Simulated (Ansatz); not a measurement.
Pulling on the Si3–H4 bond in H4MgSi (SMILES [MgH][SiH3]) (multiplicity 1 held, fragments rigid). Energies count from the point at 1.491 Å.
Geometry at that point (charge 0, multiplicity 1):
```xyz
6

Mg    -1.274    -0.699    -0.178
H     -2.755    -1.512    -0.386
Si     0.972     0.533     0.136
H      1.613     0.250     1.452
H      0.838     2.017     0.064
H      1.986     0.169    -0.894
```

Restricted levels (R-, RO-) in cc, def2 and unpolarised 6-31G sets keep to the state of the molecule at rest. Unrestricted levels (U-) break spin symmetry where that is lower. Active spaces are followed from a long bond inwards. Curves can end on different states.

Cores are frozen in the correlated methods.

Programs: Ansatz (Gaussian orbitals). 

| level | energy at R = 4.772 Å (kJ/mol) |
|---|---|
| R-HF/def2-TZVPP | 647.7 |
| U-HF/def2-TZVPP | 285.8 |
| R-PBE/def2-TZVPP | 457.1 |
| R-B3LYP/def2-TZVPP | 498.0 |
| U-wB97X-V/def2-TZVPP | [?] |
| U-CCSD/def2-TZVPP | 364.1 |
| U-CCSD(T)/def2-TZVPP | 365.1 |
| FIC-NEVPT4(SD) on CASSCF(2,2)/def2-TZVPP | 361.0 |
| FIC-MRCISD+Q on CASSCF(2,2)/def2-TZVPP | 365.1 |

Problem. Fill in the missing entries.

Solution. 
- U-wB97X-V/def2-TZVPP, energy at R = 4.772 Å (kJ/mol): 374.1

Doubts at one or more of the structures used: a restricted determinant that unrestricted orbitals would lower (R-HF/def2-TZVPP, R-PBE/def2-TZVPP, R-B3LYP/def2-TZVPP); a spin-contaminated determinant (U-HF/def2-TZVPP, U-wB97X-V/def2-TZVPP, U-CCSD/def2-TZVPP, U-CCSD(T)/def2-TZVPP).

Ansatz is an electronic-structure program.
